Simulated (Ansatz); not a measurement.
```yaml
crystal:
  periodic: [false, false, false]
  atoms:
    - {symbol: C, position_ang: [-0.713875, 0.994143, -0.442410]}
    - {symbol: O, position_ang: [-0.480998, -0.416473, 0.033075]}
    - {symbol: Al, position_ang: [0.689586, -1.323659, 0.625127]}
    - {symbol: Cl, position_ang: [2.478015, -0.675269, 0.745567]}
    - {symbol: Cl, position_ang: [0.073153, -3.143736, 1.289257]}
    - {symbol: H, position_ang: [0.321272, 1.531918, -0.630819]}
    - {symbol: H, position_ang: [-1.227269, 1.601077, -0.104527]}
    - {symbol: H, position_ang: [-1.047466, 0.926909, -1.354928]}
basis:
  gaussian: {orbitals: aug-cc-pVTZ}
magnetization: {spin_polarized: true, initial_magnetization: 0}
hamiltonian: {xc: {name: rPW86-PBE}, dispersion: d3bjatm}
relax: {f_tol: 0.001, max_steps: 3}
output: {forces: true}
```

```sh
$ ansatz run in.yaml --threads 4 --pin off --events-out ev --progress --plain --max-ram 10444MiB
```

Task: How does Ansatz answer? (Estimate.)

Result: Computed: The calculation stopped without meeting its thresholds.
```
Functional definition: rPW86-PBE
1648 factors; their error is unknown
mean field evaluation 1: about -34801.5993 eV, gradient 5.6e1 eV
mean field evaluation 2: about -34701.4683 eV, gradient 1.4e2 eV
mean field evaluation 4: about -34813.4828 eV, gradient 1.2e1 eV
mean field evaluation 8: about -34813.9876 eV, gradient 2.9e-1 eV
mean field evaluation 16: about -34813.9391 eV, gradient 2.9e-4 eV
mean field -34813.93914894 eV, -1279.3886659880 hartree, gradient 1.2e-5 eV, S^2 0.000000; 0 other end points of the search recorded, 0 dependent functions left out
reference -34813.93930110 eV, -1279.3886715799 hartree; 32, 32 occupied and 279, 279 virtual orbitals, 1648 factors
relax step   1: F+E_penalty+E_count = -34814.12387837 eV  Δ(F+E_penalty+E_count) = +0.000e0 eV  max|allowed force component| = 1.340e1 eV/Å  Δτ_max = 0.0000 Å  (35 SCF iters, accepted)
1648 factors; their error is unknown
mean field -34816.57342257 eV, -1279.4854737584 hartree, gradient 1.4e-5 eV, S^2 0.000000; 0 other end points of the search recorded, 0 dependent functions left out
reference -34816.57357876 eV, -1279.4854794981 hartree; 32, 32 occupied and 279, 279 virtual orbitals, 1648 factors
relax step   2: F+E_penalty+E_count = -34816.75134204 eV  Δ(F+E_penalty+E_count) = -2.627e0 eV  max|allowed force component| = 2.940e0 eV/Å  Δτ_max = 0.1551 Å  (40 SCF iters, accepted)
1648 factors; their error is unknown
mean field evaluation 32: about -34816.8259 eV, gradient 1.9e-3 eV
mean field -34816.82592037 eV, -1279.4947528815 hartree, gradient 1.0e-5 eV, S^2 0.000000; 0 other end points of the search recorded, 0 dependent functions left out
reference -34816.82607852 eV, -1279.4947586935 hartree; 32, 32 occupied and 279, 279 virtual orbitals, 1648 factors
relax step   3: F+E_penalty+E_count = -34817.00282051 eV  Δ(F+E_penalty+E_count) = -2.515e-1 eV  max|allowed force component| = 4.642e-1 eV/Å  Δτ_max = 0.1409 Å  (34 SCF iters, accepted)
Error: geometry relaxation did not converge after 3 steps: max|allowed force component| = 4.64e-1 eV/Å (threshold 1.0e-3). Raise `relax.max_steps` over both its present limit and 3, loosen `relax.f_tol`, or start from a geometry closer to equilibrium. Where this run's directory can be resumed (`checkpoint.write`), a resume goes on for up to `relax.max_steps` more
```
